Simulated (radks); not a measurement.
The numbers below are computed, except where a source is named.
Q: Species: Si4+. Configuration: [He] 2s1.5 2p6 3s0.5 (fractional occupations, a model configuration). Level of theory: non-relativistic Kohn-Sham, TPSS, spin-polarised, spherical densities, point nucleus; open shells are filled with parallel spins first; meta-GGA in the generalised Kohn-Sham scheme (a radial shooting solver on a logarithmic mesh with Libxc functionals). Some entries of the table are withheld. Estimate them.

orbital,occ.,eigenvalue (eV),<1/r> (bohr^-1)
1s up,1,-1857.616,(1)
1s down,1,-1856.593,(2)
2s up,1,(3),2.617
2s down,0.5,(4),2.612
2p up,3,-159.6990,2.511
2p down,3,-157.8341,2.511
3s up,0.5,-53.6966,0.8082
3p up,0,-44.1617,0.7352

A: 
(1) 1s up <1/r> (bohr^-1): 13.58
(2) 1s down <1/r> (bohr^-1): 13.58
(3) 2s up eigenvalue (eV): -203.5177
(4) 2s down eigenvalue (eV): -201.2949
